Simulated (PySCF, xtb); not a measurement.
C₂H₇S, SMILES C[SH+]C, charge +1.

Harmonic wavenumbers (cm⁻¹) from GFN2-xTB (xtb) at its own minimum, in rising order: 149, 179, 256, 690, 724, 747, 769, 891, 993, 997, 1007, 1324, 1328, 1393, 1405, 1411, 1419, 2265, 3049, 3049, 3053, 3055, 3063, 3065.

Problem. What does PySCF with B3LYP-D3(BJ)/def2-SVP give at its own minimum? (Estimate from the structure and the level; the computed values follow.)

Solution. 173, 198, 257, 633, 697, 750, 809, 930, 1048, 1076, 1102, 1330, 1355, 1427, 1429, 1440, 1442, 2620, 3060, 3061, 3183, 3184, 3196, 3198. Paired by order, the mean absolute difference is 62 cm⁻¹ and the zero-point energies are 51.9 and 53.7 kcal/mol.
